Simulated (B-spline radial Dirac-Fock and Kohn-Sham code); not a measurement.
**X-ray form factors of lanthanum in several charge states**

These are calculated numbers from a radial atomic solver; the model is Dirac-Fock densities.

Configurations: La¹⁴⁺ [Kr] 4d7; La¹⁷⁺ [Kr] 4d4; La¹⁹⁺ [Kr] 4d2; La²⁰⁺ [Kr] 4d1; La²¹⁺ [Ar] 3d10 4s2 4p6; La²²⁺ [Ar] 3d10 4s2 4p5. The first column is f₀ of La¹⁴⁺, the others are differences from it.

```
s (Å⁻¹)   La¹⁴⁺  Δ La¹⁷⁺  Δ La¹⁹⁺  Δ La²⁰⁺  Δ La²¹⁺  Δ La²²⁺
      0  43.000   -3.000   -5.000   -6.000   -7.000   -8.000
   0.05  42.824   -2.961   -4.938   -5.927   -6.917   -7.908
    0.1  42.302   -2.845   -4.755   -5.713   -6.673   -7.636
   0.15  41.460   -2.662   -4.463   -5.370   -6.282   -7.202
    0.2  40.332   -2.422   -4.080   -4.920   -5.768   -6.629
   0.25  38.965   -2.140   -3.628   -4.389   -5.160   -5.950
    0.3  37.414   -1.833   -3.134   -3.805   -4.490   -5.200
   0.35  35.736   -1.517   -2.621   -3.199   -3.792   -4.416
    0.4  33.985   -1.207   -2.115   -2.597   -3.097   -3.632
   0.45  32.214   -0.916   -1.635   -2.025   -2.433   -2.880
    0.5  30.468   -0.655   -1.199   -1.501   -1.824   -2.184
    0.6  27.193   -0.243   -0.496   -0.651   -0.824   -1.031
    0.7  24.351   +0.012   -0.043   -0.091   -0.154   -0.242
    0.8  22.002   +0.132   +0.187   +0.202   +0.208   +0.200
    0.9  20.110   +0.155   +0.250   +0.293   +0.332   +0.369
      1  18.585   +0.122   +0.212   +0.257   +0.303   +0.356
    1.1  17.326   +0.067   +0.127   +0.161   +0.197   +0.246
    1.2  16.240   +0.011   +0.033   +0.049   +0.069   +0.103
    1.4  14.330   -0.066   -0.104   -0.120   -0.135   -0.139
    1.6  12.572   -0.088   -0.153   -0.185   -0.218   -0.248
```
